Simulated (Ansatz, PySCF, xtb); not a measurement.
Pair of molecules: NH3 (SMILES N) (first 4 atoms) with HF (SMILES F); geometry from B3LYP-D3(BJ)/def2-TZVP, rigid monomers moved along the line of their centres of mass till N1···H6 is 2.35 Å.
(charge 0, multiplicity 1):
| atom | x (Å) | y (Å) | z (Å) |
|---|---|---|---|
| N | 0.0382 | 0.1766 | 0.3049 |
| H | -0.2387 | -0.7405 | -0.0275 |
| H | -0.6002 | 0.8572 | -0.0915 |
| H | 0.9652 | 0.3718 | -0.0566 |
| F | 0.0030 | 0.3012 | 3.6106 |
| H | 0.0133 | 0.2649 | 2.6492 |

Monomers are frozen at their geometry in the pair; levels with a basis set take the counterpoise correction. Rows marked so take none.

Rows in 6-31G* carry no dispersion term and start afresh at each structure (6-31G* with six Cartesian d functions).

Programs: Ansatz (an electronic-structure program) with Gaussian orbitals; PySCF for 6-31G* rows; xtb for the GFN methods. Each number belongs to the level named beside it.

What interaction energy does GFN1-xTB give?

-265 meV

Give the interaction energy at the level HF/6-31G* (no counterpoise).

-420 meV

Estimate the interaction energy that HF/aug-cc-pVTZ returns for this input.

-343 meV
